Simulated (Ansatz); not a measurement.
`N#C[SiH2]CF` + `N[SiH3]` → `N#C[SiH2]N[SiH3]` + `CF` at 700 K and 1 bar (ligand exchange at the Si–C bond).

Computed with Ansatz on PBE0-D4/def2-TZVP structures; ΔE is electronic, products minus reactants. CCSD(T)/CBS adds triple-zeta CCSD(T) − MP2 to the extrapolated MP2 energy (def2 sets, frozen cores). This one scheme is used for every species. Each species was taken in one conformer, which may not be the lowest.

| species | CCSD(T)/CBS energy (Eh) | H − E (kJ/mol) | S (J/(mol·K)) |
| --- | --- | --- | --- |
| `N#C[SiH2]CF` | -522.05904 | 215.6 | 440.9 |
| `N[SiH3]` | -346.80422 | 180.7 | 336.3 |
| `N#C[SiH2]N[SiH3]` | -729.26217 | 263.5 | 501.3 |
| `CF` | -139.63461 | 133.6 | 263.9 |

H − E and S are ideal-gas, rigid-rotor, harmonic terms from PBE0-D4/def2-TZVP, for one conformer and one mirror image of each species. 1 Eh = 2625.50 kJ/mol, R = 8.31446 J/(mol·K).

Task: By hand: ΔE, ΔH, ΔS and ΔG.

Result: ΔE = (-729.26217) + (-139.63461) − (-522.05904) − (-346.80422) = -0.03352 Eh = -88.0 kJ/mol. Δ(H − E) = 263.5 + 133.6 − 215.6 − 180.7 = 0.8, so ΔH = -87.2 kJ/mol. ΔS = 501.3 + 263.9 − 440.9 − 336.3 = -12.0 J/(mol·K). ΔG = -87.2 − 700 × (-12.0)/1000 = -78.8 kJ/mol.

Task: By hand: the equilibrium constant, and the temperature at which ΔG would vanish if ΔH and ΔS stayed fixed.

Result: log₁₀ K = −ΔG/(RT ln 10) = 5.9. ΔG = 0 at ΔH/ΔS = 7267 K, far beyond where these terms or the molecules hold.

The number of gas molecules stays the same, so ΔS is small and ΔH decides. A doubt of 5 kJ/mol in ΔE shifts log₁₀ K by 0.4 here. Other conformers and mirror images would add mixing entropy, several J/(mol·K) or more a flexible species. Modes under 60 cm⁻¹, often nearly free rotors, make the harmonic entropy too high. These are equilibria of isolated gas molecules and say nothing of rates. Largest T1 diagnostic: 0.013 (customary marks: 0.02 for closed shells, 0.045 for open ones).
